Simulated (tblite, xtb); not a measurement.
Cl₄SW, triplet, geometry from GFN2-xTB (such geometries of metal compounds can be far from the true shape) (the multiplicity is a formal guess). Base run: GFN1-xTB (xtb).

xtb was given this input:
```
$ xtb mol.xyz --gfn 1 --uhf 2 --json

# file mol.xyz
6

W      0.00037218    -0.00016050     0.00039474
S      1.59769516    -0.68898674     1.69456177
Cl    -1.52008681     0.65551908    -1.61224811
Cl     0.33502183     2.12108283     0.55724884
Cl     1.25839237    -0.94869325    -1.56146984
Cl    -1.57866055    -1.17875192     1.01986914
```

Programs used: tblite, xtb; a row that names a program was run with it.

Each row names what was changed in the base input (with any setting that the change needs).

```
change                                                     ΔE vs base (mEh)  dipole (D)  G_solv (kcal/mol)  SCF cycles
---------------------------------------------------------  ----------------  ----------  -----------------  ----------
base                                                                  0.000        1.19                  -          10
program = tblite; method = gfn1; option = --grad                      0.000           -                  -           -
alpb = dmf                                                          -12.624        1.47              -8.00           9
etemp = 10000                                                        -144.0        0.02                  -          10
etemp = 3000                                                        -26.598        0.83                  -          10
alpb = thf                                                          -13.889        1.41              -8.80           9
acc = 30                                                              0.000        1.19                  -           8
program = tblite; method = gfn1; option = (--etemp, 2000)           -16.263           -                  -           -
etemp = 1000                                                         -6.378        1.09                  -          10
```

ALPB and GBSA are two models with their own fitted parameters for each solvent, which aren't always the measured dielectric constant.
